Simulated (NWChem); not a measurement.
Species: SiSbH₅O₂; SMILES [OH][Sb]([OH])[SiH3]

```xyz
9

Sb     0.0442    -0.5218     0.2887
O      1.3161    -0.9184    -1.1952
H      1.1598    -0.3412    -1.9541
O     -1.6636    -0.5178    -0.7579
H     -2.0720    -1.3919    -0.7337
Si     0.1227     2.0534    -0.0646
H     -0.9777     2.7393     0.6780
H     -0.0140     2.3183    -1.5298
H      1.4365     2.5930     0.4053
```
Atoms are numbered in this order, from 1.

Level: PBE0/def2-SVP with def2 effective core potentials on Sb (NWChem), optimised geometry, unscaled harmonic frequencies. def2 effective core potentials on Sb; no spin-orbit coupling.

Problem. List the harmonic frequencies with IR intensities, and the thermochemistry.

Solution. 
```csv
frequency (cm⁻¹),IR intensity (km/mol)
101,1.4
111,0.2
136,3.0
187,9.7
293,65.5
308,28.7
343,149.5
476,8.9
485,13.1
602,89.5
612,76.7
848,292.3
886,49.3
896,69.6
927,36.8
932,28.4
2215,65.4
2232,85.3
2238,85.9
3862,54.7
3874,88.8
```

```
Property                                                                           Result
-----------------------------------------------------------------------  ----------------
zero-point energy                                                           32.2 kcal/mol
thermal correction to the enthalpy at 298.15 K (with zero-point energy)     37.7 kcal/mol
heat capacity Cv                                                         25.7 cal/(mol K)
entropy at 298.15 K and 1 atm (symmetry number 1)                        87.8 cal/(mol K)
```

Rigid rotor and harmonic oscillator.
